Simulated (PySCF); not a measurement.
Computed IR spectrum (relative IR intensity) of a molecule C2H8O3Si. Coordinates come from a PBE-D3(BJ)/def2-SVP optimisation. Other conformers were not sampled. Method: PBE-D3(BJ)/def2-SVP in PySCF. Frequencies are harmonic and unscaled.

Lines under 2 % of the strongest are left out, and lines within 2 cm⁻¹ are merged.

| ν (cm⁻¹) | relative intensity |
|---|---|
| 223 | 8.0 |
| 225 | 20 |
| 243 | 2.5 |
| 304 | 6.8 |
| 353 | 20 |
| 406 | 12 |
| 472 | 32 |
| 647 | 15 |
| 718 | 29 |
| 761 | 2.6 |
| 804 | 52 |
| 878 | 25 |
| 938 | 100 |
| 945 | 21 |
| 987 | 89 |
| 1143 | 45 |
| 1157 | 9.5 |
| 1185 | 4.7 |
| 1397 | 8.0 |
| 1401 | 2.9 |
| 1443 | 2.7 |
| 2181 | 64 |
| 2888 | 16 |
| 2899 | 26 |
| 2942 | 21 |
| 2959 | 14 |
| 3062 | 7.9 |
| 3626 | 52 |
| 3764 | 28 |

Question: Which molecule gave these data?
A) CC[Si](O)(O)O
B) COCO[SiH2]O
C) OC[SiH](O)CO
D) COC[SiH](O)O

Answer: D, COC[SiH](O)O
